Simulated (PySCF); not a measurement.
A structure optimised at PBE-D3(BJ)/def2-SVP, used in a PySCF frequency run:

```
Sn
Br 1 2.4938
Br 1 2.4938 2 109.47
Br 1 2.4938 2 109.47 3 -120.00
Br 1 2.4938 2 109.47 3 120.00
```

Task: Write its SMILES, formula and point group.

Result: [Br][Sn]([Br])([Br])[Br], Br4Sn, Td

Task: What are its rotational constants (standard atomic weights)?

Result: 0.38138, 0.38138, 0.38138 GHz
